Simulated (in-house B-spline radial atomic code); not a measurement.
Settings and results of a run for Al3+. Computed with a radial B-spline atomic code at the basis-set limit: Dirac-Kohn-Sham RPBE, spherical fractional occupations, Fermi nucleus of rms radius 3.061 fm.

Command:
```bash
python run_scf.py task.json out
```
Settings (nuclear radius in fm, mass in u):
```
Z                13
configuration    [He] 2s2 2p6
hamiltonian      dirac
method           rpbe,pbe
spin_polarised   False
nucleus          fermi
rms_radius       3.061
atomic_mass      26.98154
speed_of_light   137.035999084
```

Output (hartree, bohr):
```
 radial grid: 67 intervals, B-splines of order 8, outer radius 10.8108 bohr

 iter        energy (Eh)    residual
    1        -237.560724    4.14e-01
    2        -239.844747    2.59e-01
    3        -240.774468    6.27e-02
    4        -240.838409    1.43e-02
    5        -240.840381    7.98e-03
    6        -240.841530    7.38e-05
    7        -240.841530    5.88e-06
    8        -240.841530    3.03e-08

 total energy                      -240.84153
 kinetic                             241.4146
 electron-nucleus                   -563.1630
 Hartree                              98.7516
 exchange-correlation                -17.8447

 first-order corrections (not in the total)
   Gaunt                             0.0451
   retardation                      -0.0029
   frequency dependence             -0.0000
   self-energy                       0.0292
   Uehling                          -0.0017
   Wichmann-Kroll                    0.0000
   recoil                            0.0042

 orbital      occ     eigenvalue          <r>       <r^2>       <1/r>     <1/r^3>       <r^4>       r_max    small
 1s1/2      2.000       -56.8581     0.120106   0.0194359     12.6404           -  0.00098048     0.07831  2.11e-03
 2s1/2      2.000        -5.2461     0.622353    0.463645     2.35138           -    0.400572      0.4957  2.89e-04
 2p1/2      2.000        -3.8354     0.596045    0.449759     2.22959           -    0.454269      0.4269  2.67e-04
 2p3/2      4.000        -3.8190     0.598184    0.452827     2.21939     35.9561    0.460098      0.4285  2.66e-04
```

Time taken, with all properties: 0.86 s on 1 thread of Intel(R) Xeon(R) Platinum 8375C CPU @ 2.90GHz (shared host).

For the Dirac Hamiltonian the kinetic term is c α·p + (β - 1)c².
